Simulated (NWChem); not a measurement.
SiPH5O; SMILES P[SiH2]O

```xyz
8

Si    -0.5057     0.6450     0.0106
O      0.7187     1.7768     0.1035
P      0.0923    -1.5466     0.0395
H     -1.3417     0.8927     1.2084
H     -1.3242     0.8146    -1.2254
H      1.3656     1.7762    -0.6159
H      1.1044    -1.4176     1.0332
H      1.0057    -1.4720    -1.0531
```
Atoms are numbered in this order, from 1.

STO-3G and 3-21G are far too small for this property and stand as cheap habits. Structure relaxed at the B3LYP/6-31G* (spherical d) level.

Give the principal values of the shielding tensors (ppm) of Si1, O2, P3 from Hartree-Fock/STO-3G, GIAO (NWChem), with their diamagnetic and paramagnetic parts as GIAO splits them.


| atom | σ11 | σ22 | σ33 | isotropic | diamagnetic | paramagnetic |
|---|---|---|---|---|---|---|
| Si1 | 512.9 | 593.0 | 646.9 | 584.3 | 868.1 | -283.9 |
| O2 | 331.1 | 455.4 | 565.6 | 450.7 | 379.4 | 71.2 |
| P3 | 735.6 | 761.7 | 826.5 | 774.6 | 954.4 | -179.8 |
